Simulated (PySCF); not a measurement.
Excitations are Tamm–Dancoff values on a coarser integration grid. The basis has no diffuse functions, so Rydberg states are missing or too high.

**C₂H₆Cl₂GeO₂, SMILES `C[O][Ge]([Cl])([Cl])[O]C` (C–O–Ge–Cl torsion 58°, Cl–Ge–O–C torsion 58°) (charge 0, multiplicity 1)**

Calculation: PySCF with PBE-D3(BJ)/def2-TZVP // PBE0-D3(BJ)/def2-SVP.

```
Property                                                           Result
-------------------------------------------  ----------------------------
HOMO                                                             -7.00 eV
dipole moment                                                      1.68 D
HOMO–LUMO gap                                                     4.95 eV
LUMO                                                             -2.06 eV
S1 excitation (TDA)                                               5.07 eV
S1 oscillator strength                                              0.005
brightest of the four lowest singlets (TDA)                       5.92 eV
T1 excitation (TDA)                                               4.81 eV
S1–T1 gap (TDA)                                                   0.25 eV
total energy                                                -3226.9694 Ha
cost                                         very roughly 18 core-minutes
```

```xyz
13

C      2.1301     1.0412    -0.1774
O      0.7946     0.7248    -0.4988
Ge     0.1581    -0.8880    -0.2708
Cl     0.3781    -1.4213     1.7962
Cl     1.1947    -2.3038    -1.4722
O     -1.5174    -0.8994    -0.7427
C     -2.4526    -0.0819    -0.0692
H      2.2754     2.1140    -0.3698
H      2.3552     0.8435     0.8851
H      2.8451     0.4760    -0.8005
H     -3.4448    -0.3017    -0.4888
H     -2.4786    -0.2937     1.0138
H     -2.2380     0.9902    -0.2157
```
